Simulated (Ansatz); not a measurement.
Program: Ansatz. Geometries: PBE0-D4/def2-TZVP. ΔE: electronic, gas phase. CCSD(T)/CBS adds triple-zeta CCSD(T) − MP2 to the extrapolated MP2 energy (def2 sets, frozen cores). Functionals use def2-TZVPP. def2 core potentials past Kr. For Sn outer-core shells are correlated without core-valence functions, which leaves a few kJ/mol of doubt a bond. One conformer a species, not always the lowest.

`C=C[Si](C)(F)Cl` + `[F][SnH2][CH2]Cl` → `C=C[Si](F)(Cl)Cl` + `C[CH2][SnH2][F]`  (redistribution)

| level | ΔE (kJ/mol) |
| --- | --- |
| PBE-D4 | -111.7 |
| PBE0-D4 | -115.6 |
| ωB97X-V | -114.0 |
| B2PLYP | -115.9 |
| PBE | -111.1 |
| r2SCAN | -117.2 |
| HF/def2-TZVPP | -119.6 |
| MP2/def2-TZVPP | -121.5 |

(1) What does CCSD(T)/CBS give? (Best estimate.)

Largest T1 diagnostic among the species: 0.012.

## Answers

(1) Computed: -116.4 kJ/mol. The listed levels differ from it by 4.7, 0.8, 2.4, 0.5, 5.3, -0.8, -3.2, -5.1 kJ/mol.

From PBE to PBE0 (25 % exact exchange), in def2-TZVPP and without D4, ΔE moves by −4.0 kJ/mol.
